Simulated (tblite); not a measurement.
Record of a relaxation.

C3H10N2SeSi2.
Atom-mapped SMILES: `[CH2:1]=[N:2][C@@H:3]1[CH2:4][Si@@H:5]([SeH:6])[NH:7][SiH2:8]1` (hydrogens: H9, H10 on C1; H11 on C3; H12, H13 on C4; H14 on Si5; H15 on Se6; H16 on N7; H17, H18 on Si8)

Computed with GFN2-xTB (tblite), gas phase: L-BFGS steps from a force-field or distance-geometry start until the largest atomic force falls under 0.01 eV/Å. 4 of its 145 geometries are shown.

Step 0: E = -652.7048 eV, largest atomic force 2.724 eV/Å
```
atom  x, y, z in Å  |  force x, y, z in eV/Å
C1      2.530   -0.606    0.251   -1.724  -0.715   1.827
N2      1.360   -0.952    0.661    2.721  -0.102  -0.066
C3      0.325   -1.135   -0.291   -0.134   1.200  -1.011
C4      0.162    0.254   -0.961   -0.725  -0.399   0.299
Si5    -0.776    1.217    0.373   -0.098  -0.401   0.496
Se6    -1.363    3.283   -0.331    0.393   1.213  -0.173
N7     -2.159    0.111    0.595    1.066  -0.147  -1.228
Si8    -1.291   -1.465    0.575   -1.409  -0.286   1.357
H9      3.292   -0.487    1.039   -0.394   0.052  -0.714
H10     2.753   -0.428   -0.787    0.458  -0.090  -0.262
H11     0.496   -1.907   -1.038    0.702  -0.048  -0.194
H12     1.111    0.703   -1.212   -0.033  -0.054  -0.560
H13    -0.531    0.115   -1.787    0.371   0.291  -0.535
H14    -0.014    1.200    1.616   -0.138   0.247   0.032
H15    -0.117    4.226   -0.362   -0.872  -1.118   0.135
H16    -2.741    0.184   -0.255    0.018  -0.047   0.888
H17    -0.962   -1.788    1.973   -0.180   0.147  -0.249
H18    -2.084   -2.518   -0.071   -0.024   0.259  -0.042
```

Step 48: E = -653.8870 eV, largest atomic force 0.626 eV/Å
```
atom  x, y, z in Å  |  force x, y, z in eV/Å
C1      2.538   -1.058    0.511    0.318  -0.076   0.198
N2      1.322   -0.818    0.626   -0.443   0.409   0.167
C3      0.409   -0.979   -0.464    0.016   0.006   0.122
C4      0.232    0.421   -1.063    0.010   0.057   0.048
Si5    -0.735    1.430    0.236    0.366  -0.158  -0.133
Se6    -2.042    3.056   -0.692   -0.125   0.087  -0.034
N7     -1.730    0.144    0.791   -0.005   0.064  -0.005
Si8    -1.242   -1.462    0.388    0.113  -0.392  -0.114
H9      3.176   -0.839    1.356    0.053  -0.100   0.005
H10     3.014   -1.472   -0.377    0.067  -0.103  -0.197
H11     0.823   -1.677   -1.212   -0.142   0.040  -0.102
H12     1.220    0.837   -1.288   -0.194   0.008  -0.044
H13    -0.336    0.360   -1.998    0.093  -0.016   0.110
H14     0.037    2.087    1.295    0.019  -0.065  -0.044
H15    -1.003    4.030   -0.580   -0.005   0.099  -0.044
H16    -2.480    0.323    1.429   -0.191  -0.038   0.096
H17    -1.039   -2.275    1.589    0.015   0.091  -0.082
H18    -2.171   -2.102   -0.558    0.034   0.087   0.052
```

Step 96: E = -654.0133 eV, largest atomic force 0.039 eV/Å
```
atom  x, y, z in Å  |  force x, y, z in eV/Å
C1      2.453   -1.318    0.666    0.029  -0.010   0.002
N2      1.464   -0.567    0.506   -0.032   0.021   0.006
C3      0.523   -0.780   -0.537    0.010   0.004   0.002
C4      0.180    0.577   -1.148   -0.006  -0.003   0.004
Si5    -0.722    1.495    0.242   -0.005   0.003  -0.022
Se6    -2.265    3.066   -0.416   -0.002  -0.009   0.001
N7     -1.641    0.145    0.813    0.015   0.006  -0.010
Si8    -1.049   -1.416    0.371   -0.001  -0.004  -0.007
H9      3.116   -1.129    1.498   -0.004  -0.008  -0.012
H10     2.698   -2.164    0.013   -0.007  -0.001   0.000
H11     0.898   -1.482   -1.301   -0.004  -0.013   0.007
H12     1.086    1.075   -1.492   -0.012  -0.003   0.012
H13    -0.469    0.433   -2.013    0.004   0.011  -0.001
H14     0.145    2.104    1.249   -0.011   0.011   0.014
H15    -1.303    4.034   -0.848    0.013  -0.006  -0.005
H16    -2.452    0.258    1.394   -0.001   0.002   0.012
H17    -0.719   -2.219    1.544    0.016  -0.005   0.004
H18    -1.952   -2.107   -0.554   -0.001   0.005  -0.007
```

Step 144: E = -654.0158 eV, largest atomic force 0.008 eV/Å
```
atom  x, y, z in Å  |  force x, y, z in eV/Å
C1      2.464   -1.358    0.633   -0.004   0.000  -0.003
N2      1.483   -0.587    0.516    0.001  -0.003   0.001
C3      0.527   -0.759   -0.520    0.000   0.002   0.000
C4      0.193    0.614   -1.099    0.001   0.001  -0.002
Si5    -0.746    1.512    0.279    0.001   0.001  -0.005
Se6    -2.284    3.057   -0.454    0.001  -0.004   0.005
N7     -1.644    0.146    0.842    0.001   0.000   0.002
Si8    -1.045   -1.407    0.381    0.005   0.000   0.004
H9      3.146   -1.208    1.457   -0.003   0.000  -0.003
H10     2.682   -2.187   -0.051   -0.002   0.006   0.005
H11     0.885   -1.448   -1.305   -0.003  -0.002  -0.001
H12     1.106    1.122   -1.408    0.004  -0.002   0.004
H13    -0.433    0.494   -1.984    0.000  -0.001   0.000
H14     0.075    2.143    1.311    0.002   0.001   0.000
H15    -1.315    3.936   -1.036   -0.002  -0.001  -0.002
H16    -2.450    0.246    1.434   -0.002   0.000   0.001
H17    -0.705   -2.222    1.544   -0.002   0.003  -0.007
H18    -1.948   -2.087   -0.552    0.002   0.000   0.000
```

**Question.** Summarise the path.

**Answer.** The energy falls by 1.3111 eV from step 0 to step 144; nine tenths of that is first reached at step 48. It rises by more than 0.2 meV at step 25. The largest force goes from 2.724 to 0.008 eV/Å. Among the bonds Se6–H15 changes most, from 1.563 to 1.432 Å; the atoms move by 0.902 Å rms after alignment.

**Question.** Follow the three bonds and two angles with the largest change from start to end.

**Answer.** 
| step | E above end (eV) | largest force (eV/Å) | Se6–H15 (Å) | N7–Si8 (Å) | C3–Si8 (Å) | Si5–N7–Si8 (°) | Si5–Se6–H15 (°) |
| --- | --- | --- | --- | --- | --- | --- | --- |
| 0 | 1.3111 | 2.724 | 1.563 | 1.799 | 1.863 | 99.7 | 110.5 |
| 6 | 0.7249 | 0.535 | 1.426 | 1.756 | 1.915 | 107.4 | 102.1 |
| 13 | 0.5324 | 0.210 | 1.424 | 1.743 | 1.936 | 108.0 | 91.1 |
| 19 | 0.4549 | 0.354 | 1.451 | 1.734 | 1.932 | 108.3 | 88.8 |
| 25 | 0.3816 | 1.337 | 1.437 | 1.754 | 1.921 | 110.4 | 91.6 |
| 31 | 0.2826 | 0.209 | 1.433 | 1.741 | 1.910 | 111.4 | 92.4 |
| 38 | 0.2304 | 0.236 | 1.437 | 1.744 | 1.913 | 114.2 | 93.2 |
| 44 | 0.1780 | 0.288 | 1.435 | 1.744 | 1.924 | 115.9 | 95.8 |
| 50 | 0.1092 | 0.235 | 1.435 | 1.737 | 1.917 | 116.8 | 92.7 |
| 56 | 0.0796 | 0.177 | 1.430 | 1.735 | 1.914 | 116.6 | 94.5 |
| 63 | 0.0548 | 0.130 | 1.433 | 1.730 | 1.918 | 115.4 | 95.2 |
| 69 | 0.0366 | 0.253 | 1.435 | 1.730 | 1.924 | 116.3 | 95.4 |
| 75 | 0.0213 | 0.101 | 1.429 | 1.729 | 1.921 | 116.1 | 95.4 |
| 81 | 0.0121 | 0.065 | 1.434 | 1.729 | 1.921 | 116.1 | 95.7 |
| 88 | 0.0054 | 0.066 | 1.431 | 1.728 | 1.922 | 116.4 | 95.8 |
| 94 | 0.0029 | 0.027 | 1.432 | 1.728 | 1.925 | 116.1 | 95.5 |
| 100 | 0.0020 | 0.019 | 1.432 | 1.728 | 1.924 | 116.1 | 95.4 |
| 106 | 0.0017 | 0.023 | 1.432 | 1.727 | 1.923 | 116.2 | 95.1 |
| 113 | 0.0014 | 0.014 | 1.432 | 1.727 | 1.923 | 116.2 | 95.1 |
| 119 | 0.0013 | 0.016 | 1.432 | 1.728 | 1.923 | 116.2 | 95.0 |
| 125 | 0.0011 | 0.016 | 1.431 | 1.727 | 1.924 | 116.2 | 95.0 |
| 131 | 0.0007 | 0.023 | 1.432 | 1.728 | 1.923 | 116.1 | 95.0 |
| 138 | 0.0002 | 0.017 | 1.432 | 1.728 | 1.923 | 116.3 | 94.9 |
| 144 | 0.0000 | 0.008 | 1.432 | 1.728 | 1.924 | 116.3 | 95.1 |

What follows is the cost of the whole relaxation. On one thread, Arm Neoverse V1 (aarch64), shared host with 32 logical CPUs at a one-minute load of 9.3, this took 1.5 s of wall time.
